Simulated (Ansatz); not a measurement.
GaO3H3. Total charge 0; singlet. Geometry PBE-D4/def2-SVP.

```xyz
7

Ga   -0.172   -0.096    0.109
O    -1.947   -0.154    0.333
O     0.797   -1.227    1.113
O     0.488    1.079   -1.091
H     1.752   -1.142    0.942
H    -2.378    0.494   -0.254
H     1.460    1.045   -1.150
```

The structure comes from a short search, and lower isomers may exist.

(1) Estimate the orbital energies around the gap (eV) in Ansatz with LDA (SPW92)/def2-TZVP, PBE-D4/def2-TZVP, BLYP-D4/def2-TZVP, r2SCAN-D4/def2-TZVPD, ωB97X-V/def2-TZVP.

## Answers

(1) 
```json
{"orbital": "HOMO−13", "LDA (SPW92)/def2-TZVP": "-20.58", "PBE-D4/def2-TZVP": "-20.24", "BLYP-D4/def2-TZVP": "-20.22", "r2SCAN-D4/def2-TZVPD": "-20.97", "ωB97X-V/def2-TZVP": "-26.32"}
{"orbital": "HOMO−12", "LDA (SPW92)/def2-TZVP": "-20.57", "PBE-D4/def2-TZVP": "-20.24", "BLYP-D4/def2-TZVP": "-20.22", "r2SCAN-D4/def2-TZVPD": "-20.97", "ωB97X-V/def2-TZVP": "-26.31"}
{"orbital": "HOMO−11", "LDA (SPW92)/def2-TZVP": "-20.54", "PBE-D4/def2-TZVP": "-20.22", "BLYP-D4/def2-TZVP": "-20.19", "r2SCAN-D4/def2-TZVPD": "-20.96", "ωB97X-V/def2-TZVP": "-26.24"}
{"orbital": "HOMO−10", "LDA (SPW92)/def2-TZVP": "-20.33", "PBE-D4/def2-TZVP": "-20.00", "BLYP-D4/def2-TZVP": "-19.97", "r2SCAN-D4/def2-TZVPD": "-20.73", "ωB97X-V/def2-TZVP": "-25.98"}
{"orbital": "HOMO−9", "LDA (SPW92)/def2-TZVP": "-20.21", "PBE-D4/def2-TZVP": "-19.88", "BLYP-D4/def2-TZVP": "-19.86", "r2SCAN-D4/def2-TZVPD": "-20.62", "ωB97X-V/def2-TZVP": "-25.89"}
{"orbital": "HOMO−8", "LDA (SPW92)/def2-TZVP": "-12.99", "PBE-D4/def2-TZVP": "-12.73", "BLYP-D4/def2-TZVP": "-12.63", "r2SCAN-D4/def2-TZVPD": "-13.19", "ωB97X-V/def2-TZVP": "-17.16"}
{"orbital": "HOMO−7", "LDA (SPW92)/def2-TZVP": "-12.09", "PBE-D4/def2-TZVP": "-11.90", "BLYP-D4/def2-TZVP": "-11.78", "r2SCAN-D4/def2-TZVPD": "-12.42", "ωB97X-V/def2-TZVP": "-16.29"}
{"orbital": "HOMO−6", "LDA (SPW92)/def2-TZVP": "-11.17", "PBE-D4/def2-TZVP": "-11.02", "BLYP-D4/def2-TZVP": "-10.91", "r2SCAN-D4/def2-TZVPD": "-11.53", "ωB97X-V/def2-TZVP": "-15.28"}
{"orbital": "HOMO−5", "LDA (SPW92)/def2-TZVP": "-9.58", "PBE-D4/def2-TZVP": "-9.36", "BLYP-D4/def2-TZVP": "-9.24", "r2SCAN-D4/def2-TZVPD": "-9.84", "ωB97X-V/def2-TZVP": "-13.76"}
{"orbital": "HOMO−4", "LDA (SPW92)/def2-TZVP": "-8.44", "PBE-D4/def2-TZVP": "-8.20", "BLYP-D4/def2-TZVP": "-8.08", "r2SCAN-D4/def2-TZVPD": "-8.65", "ωB97X-V/def2-TZVP": "-12.44"}
{"orbital": "HOMO−3", "LDA (SPW92)/def2-TZVP": "-8.30", "PBE-D4/def2-TZVP": "-8.04", "BLYP-D4/def2-TZVP": "-7.95", "r2SCAN-D4/def2-TZVPD": "-8.52", "ωB97X-V/def2-TZVP": "-12.36"}
{"orbital": "HOMO−2", "LDA (SPW92)/def2-TZVP": "-7.96", "PBE-D4/def2-TZVP": "-7.71", "BLYP-D4/def2-TZVP": "-7.61", "r2SCAN-D4/def2-TZVPD": "-8.17", "ωB97X-V/def2-TZVP": "-11.82"}
{"orbital": "HOMO−1", "LDA (SPW92)/def2-TZVP": "-7.50", "PBE-D4/def2-TZVP": "-7.27", "BLYP-D4/def2-TZVP": "-7.18", "r2SCAN-D4/def2-TZVPD": "-7.77", "ωB97X-V/def2-TZVP": "-11.58"}
{"orbital": "HOMO", "LDA (SPW92)/def2-TZVP": "-7.38", "PBE-D4/def2-TZVP": "-7.16", "BLYP-D4/def2-TZVP": "-7.07", "r2SCAN-D4/def2-TZVPD": "-7.65", "ωB97X-V/def2-TZVP": "-11.43"}
{"orbital": "LUMO", "LDA (SPW92)/def2-TZVP": "-2.36", "PBE-D4/def2-TZVP": "-2.08", "BLYP-D4/def2-TZVP": "-2.11", "r2SCAN-D4/def2-TZVPD": "-1.93", "ωB97X-V/def2-TZVP": "0.89"}
{"orbital": "LUMO+1", "LDA (SPW92)/def2-TZVP": "-0.85", "PBE-D4/def2-TZVP": "-0.56", "BLYP-D4/def2-TZVP": "-0.56", "r2SCAN-D4/def2-TZVPD": "-0.30", "ωB97X-V/def2-TZVP": "2.17"}
{"orbital": "LUMO+2", "LDA (SPW92)/def2-TZVP": "-0.05", "PBE-D4/def2-TZVP": "0.14", "BLYP-D4/def2-TZVP": "0.08", "r2SCAN-D4/def2-TZVPD": "0.24", "ωB97X-V/def2-TZVP": "2.95"}
{"orbital": "LUMO+3", "LDA (SPW92)/def2-TZVP": "0.56", "PBE-D4/def2-TZVP": "0.71", "BLYP-D4/def2-TZVP": "0.63", "r2SCAN-D4/def2-TZVPD": "0.75", "ωB97X-V/def2-TZVP": "3.59"}
{"orbital": "LUMO+4", "LDA (SPW92)/def2-TZVP": "1.02", "PBE-D4/def2-TZVP": "1.19", "BLYP-D4/def2-TZVP": "1.11", "r2SCAN-D4/def2-TZVPD": "1.01", "ωB97X-V/def2-TZVP": "4.21"}
{"orbital": "LUMO+5", "LDA (SPW92)/def2-TZVP": "2.77", "PBE-D4/def2-TZVP": "2.90", "BLYP-D4/def2-TZVP": "2.87", "r2SCAN-D4/def2-TZVPD": "1.88", "ωB97X-V/def2-TZVP": "5.47"}
```
